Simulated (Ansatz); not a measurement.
`CC(C)[O][Ge][Cl]`, charge 0, multiplicity 1.

**Question.** Give a relaxed structure at PBE0-D4/def2-TZVP (the Gaussian-basis code of Ansatz). (Estimate.)

**Answer.** Computed: 
Z-matrix (Å, degrees):
```
C
C 1 1.515
H 1 1.093 2 110.0
H 1 1.092 2 110.4 3 119.3
H 1 1.091 2 111.0 3 -119.9
C 2 1.515 1 113.0 3 61.7
O 2 1.426 1 111.0 3 -172.9
H 2 1.096 1 108.5 3 -58.7
H 6 1.091 2 111.0 1 58.4
H 6 1.093 2 110.0 1 -61.5
H 6 1.092 2 110.4 1 179.2
Ge 7 1.756 2 139.9 1 -63.2
Cl 12 2.228 7 104.4 2 0.1
```
Point group Cs.
This is one stationary point; other conformers may exist.
